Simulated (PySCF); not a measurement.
Computed shifts of a molecule C₃H₈BNO, HF/pcSseg-1 in PySCF, GIAO, gas phase, equivalent atoms averaged, in ppm (number of nuclei): ¹³C: 147.4 (1), 140.0 (1), 48.5 (1). ¹H: 6.85 (1), 6.44 (1), 5.97 (1), 3.67 (3), 2.69 (2). ¹⁵N: 58.6 (1). References: ¹¹B against BF3 (σ = 102.7 ppm); ¹³C against TMS (σ = 192.6 ppm); ¹H against TMS (σ = 31.99 ppm); ¹⁷O against H2O (σ = 333.0 ppm); ¹⁵N against NH3 (σ = 267.3 ppm), references at their B3LYP-D3(BJ)/def2-TZVP geometries, non-relativistic. Geometry optimised at PBE0-D3(BJ)/def2-SVP. Other conformers were not sampled.

Question: Identify the compound among the candidates.
A. OB1CCCN1
B. C=CB(N)OC
C. C/N=C/B(C)O
D. C=COB(C)N

Answer: B, C=CB(N)OC
